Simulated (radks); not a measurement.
The numbers below are computed, except where a source is named.
Neutral beryllium, configuration [He] 2s2.

Code: a radial shooting solver on a logarithmic mesh with Libxc functionals. Model: scalar-relativistic Kohn-Sham, PBEsol, spin-polarised, spherical densities, finite nucleus; Fermi nuclear charge, rms radius 2.519 fm.

Energy parts (hartree):
| part | energy |
|---|---|
| total | -14.53518 |
| kinetic | 14.45521 |
| electron-nucleus | -33.51988 |
| Hartree | 7.14183 |
| exchange-correlation | -2.61234 |

Orbitals (lengths in bohr, moments of r in powers of bohr; r(90%) holds 90 % of the orbital's charge):
[
 {"orbital": "1s", "occ.": "2", "eigenvalue (hartree)": "-3.87537", "<r^4>": "0.1600", "r(90%)": "0.761", "<r>": "0.4221", "<1/r>": "3.650"},
 {"orbital": "2s", "occ.": "2", "eigenvalue (hartree)": "-0.20371", "<r^4>": "128.5", "r(90%)": "4.15", "<r>": "2.615", "<1/r>": "0.5405"},
 {"orbital": "2p", "occ.": "0", "eigenvalue (hartree)": "-0.07233", "<r^4>": "408.4", "r(90%)": "5.47", "<r>": "3.224", "<1/r>": "0.4175"}
]

The highest occupied level is 2s at -5.543 eV. The electron density at the nucleus is 35.59 e/bohr^3 (large components only). Summed over all electrons, <r^2> = 16.90 bohr^2, which gives a Langevin (diamagnetic) susceptibility term of -13.4 x 10^-6 cm^3/mol.
